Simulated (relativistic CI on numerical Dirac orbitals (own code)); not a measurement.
Radial parameters of Zr XXIII

Method of calculation: Dirac-Coulomb-Breit CI, orbitals from a KLI potential per configuration, model QED (radiative potential, 1s self-energy scaled to tabulated hydrogen-like ionisation energies), unscaled Slater integrals (own radial code, finite nucleus).

Slater integrals F^k, G^k are unscaled and averaged over j, outside the closed core [Ne]; ζ comes from projecting the Hamiltonian with its Breit term on Σ l·s of the shell.

- 3s2.3p5.3d: ζ(3p) = 96430, F^2(3p,3d) = 247000, G^1(3p,3d) = 269960, G^3(3p,3d) = 178580, ζ(3d) = 11534 cm⁻¹; <r>(3p) = 0.4035, <r^2>(3p) = 0.1878, <r>(3d) = 0.3642, <r^2>(3d) = 0.1542 (bohr units).
- 3s.3p6.3d: G^2(3s,3d) = 203500, ζ(3d) = 11656 cm⁻¹; <r>(3s) = 0.4124, <r^2>(3s) = 0.1935, <r>(3d) = 0.3647, <r^2>(3d) = 0.1546 (bohr units).
- 3s2.3p5.4s: ζ(3p) = 98429, G^1(3p,4s) = 30773 cm⁻¹; <r>(3p) = 0.3998, <r^2>(3p) = 0.1844, <r>(4s) = 0.8048, <r^2>(4s) = 0.7271 (bohr units).

Averages of the first 10 configurations, taken without configuration mixing, which lowers the lowest level and can move excited configurations by several eV; other configurations of the list can lie among them:

```
Configuration  Parity  States  Average energy above the lowest level (eV)
      3s2.3p6    even       1                                         0.3
   3s2.3p5.3d     odd      60                                       120.5
    3s.3p6.3d    even      20                                       219.5
   3s2.3p5.4s     odd      12                                       510.0
   3s2.3p5.4p    even      36                                       544.5
   3s2.3p5.4d     odd      60                                       592.1
    3s.3p6.4s    even       4                                       610.0
    3p6.3d.4p     odd      60                                       863.4
      3p6.3d2    even      45                                       443.9
      3p5.3d3     odd     720                                       562.4
```
